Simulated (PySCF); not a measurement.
Computed shifts of a molecule C3H7NSi, PBE/pcSseg-1 run with PySCF, GIAO, gas phase, atoms alike by connectivity averaged where their shifts nearly agree, in ppm (number of nuclei): ¹⁵N: 308.5 (1). ¹³C: 122.6 (1), 20.1 (1), 10.2 (1). ²⁹Si: -68.9 (1). ¹H: 4.28 (3), 2.92 (1), 2.41 (1), 1.36 (1), 1.14 (1). References: ¹⁵N against NH3 (σ = 267.0 ppm); ¹³C against TMS (σ = 182.0 ppm); ²⁹Si against TMS (σ = 335.4 ppm); ¹H against TMS (σ = 31.49 ppm), references at their B3LYP-D3(BJ)/def2-TZVP geometries, non-relativistic. The structure is a stationary point at TPSSh-D3(BJ)/def2-SVP. Other conformers were not sampled.

Question: Which molecule gave these data?
A) [SiH3]C1=NCC1
B) N#CCC[SiH3]
C) C#CC[SiH2]N
D) CN1C=C[SiH2]1

Answer: B, N#CCC[SiH3]
